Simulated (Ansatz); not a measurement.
Isolated molecules relaxed with PBE0-D4/def2-TZVP in Ansatz; ΔE leaves out vibrations. CCSD(T)/CBS is the MP2 limit (def2-TZVPP, def2-QZVPP) plus CCSD(T) − MP2 in def2-TZVPP, frozen cores. This one scheme is used for every species. Functionals use def2-TZVPP. Elements past krypton have def2 core potentials. For Sn outer-core shells are correlated without core-valence functions, which leaves a few kJ/mol of doubt a bond. Each species was taken in one conformer, which may not be the lowest.

`CC[N](C)[SnH]([F])[Cl]` + CH₃SH → `C[S][SnH]([F])[Cl]` + ethylmethylamine  (ligand exchange at the Sn–N bond)

`CC[N](C)[SnH]([F])[Cl]`:

Z-matrix (Å, degrees):
```
C
C 1 1.513
H 1 1.091 2 110.6
H 1 1.097 2 111.8 3 -118.2
H 1 1.093 2 111.2 3 120.1
N 2 1.449 1 112.8 3 -175.3
H 2 1.102 1 109.5 3 60.2
H 2 1.099 1 109.3 3 -55.7
Sn 6 2.000 2 118.6 1 -37.9
C 6 1.450 2 112.9 1 -179.7
F 9 1.915 6 102.2 2 -169.8
Cl 9 2.331 6 112.3 2 -58.1
H 9 1.691 6 119.4 2 72.1
H 10 1.091 6 110.7 2 178.6
H 10 1.100 6 112.9 2 56.9
H 10 1.097 6 109.3 2 -62.8
```

CH₃SH:

Z-matrix (Å, degrees):
```
C
S 1 1.806
H 1 1.089 2 111.5
H 1 1.089 2 111.5 3 -123.8
H 1 1.090 2 106.2 3 118.1
H 2 1.342 1 97.1 3 61.9
```

`C[S][SnH]([F])[Cl]`:

```xyz
9

C    -0.218   -0.747    1.422
S    -0.249    1.039    1.070
Sn    0.148    0.968   -1.252
F    -1.276   -0.039   -2.045
Cl    1.978   -0.384   -1.681
H    -0.346   -0.837    2.500
H    -1.036   -1.259    0.919
H     0.738   -1.185    1.138
H     0.261    2.446   -2.071
```

`CCNC`:

Cartesian coordinates in Å:
```
C -0.962 -0.593 -1.479
C -0.347 0.325 -0.445
N 0.274 -0.429 0.622
C 0.929 0.406 1.602
H -1.696 -1.255 -1.016
H -1.457 -0.020 -2.266
H -0.198 -1.216 -1.955
H -1.126 0.954 0.001
H 0.361 1.018 -0.936
H 0.939 -1.083 0.227
H 1.427 -0.216 2.348
H 1.674 1.099 1.176
H 0.181 1.011 2.124
```

```csv
level,ΔE (kJ/mol)
r2SCANh-D4,-63.3
HF/def2-QZVPP,-71.9
```

**Question.** What does CCSD(T)/CBS give? (An estimate is asked.)

**Answer.** The calculation gave: -53.2 kJ/mol. The listed levels differ from it by -10.1, -18.7 kJ/mol.

Largest T1 diagnostic among the species: 0.013.

The D4 term adds +7.7 kJ/mol with B3LYP and +4.5 kJ/mol with PBE0; it sums over pairs of atoms, weighted by their polarisabilities, and B3LYP, whose exchange is more repulsive, gets the larger term. In def2-TZVPP, CCSD(T) changes the Hartree–Fock value by +21.2 kJ/mol (the triples alone add +2.2 kJ/mol) and MP2 by +20.9 kJ/mol. Leaving LDA and LC-ωPBE aside and taking each functional with its dispersion term where it has one, the values, not all of them listed here, spread over 7.7 kJ/mol, from HSE06-D4 to ωB97X-V. LDA lies +10.8 kJ/mol from PBE without D4.

B3LYP here is the variant with VWN-RPA as its local correlation; programs differ in this.
